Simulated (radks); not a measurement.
Problem. Radial electron density D(r) = 4 pi r^2 rho(r) of an atom or ion with 8 electrons. All-electron calculation, scalar-relativistic Kohn-Sham, BLYP, spin-polarised, spherical densities, finite nucleus; Fermi nuclear charge, rms radius of each element as measured or else 0.836 A^(1/3) + 0.57 fm. Program: a radial shooting solver on a logarithmic mesh with Libxc functionals.

r (bohr),D(r) (e/bohr),spin D(r)
0.003977,0.5885,-0.000133
0.004819,0.8370,-0.000178
0.005886,1.200,-0.000232
0.00719,1.708,-0.000278
0.008711,2.373,-0.000280
0.01064,3.306,-0.000154
0.01289,4.482,0.000268
0.01575,6.049,0.00142
0.01908,7.907,0.00397
0.0233,10.19,0.00972
0.02846,12.73,0.0218
0.03449,15.20,0.0446
0.04212,17.49,0.0903
0.05104,19.02,0.171
0.06234,19.49,0.320
0.07554,18.66,0.561
0.09226,16.60,0.961
0.1127,13.99,1.56
0.1365,11.95,2.34
0.1668,11.25,3.31
0.2021,12.17,4.25
0.2468,14.02,4.97
0.2991,15.17,5.13
0.3653,14.33,4.56
0.4461,11.20,3.39
0.5406,7.145,2.08
0.6603,3.440,0.976
0.8,1.266,0.353
0.9771,0.3100,0.0854
1.184,0.05314,0.0145
1.446,0.004987,0.00135

What is the nuclear charge?

Solution. Z = 17. The innermost maximum, from 1s, lies near gamma/Z bohr with gamma = sqrt(1 - (Z/c)^2) = 0.992, here 0.0584 bohr (found: 0.0604), and its height grows with Z. The density is that of the chlorine ion Cl9+ in [He] 2s2 2p4; the configuration itself is not fixed sharply by these data, and Z only to about a unit. D(r) has 2 maxima, at r = 0.0604, 0.309 bohr, and minima at 0.163 bohr, inside which lie 2.22 electrons.
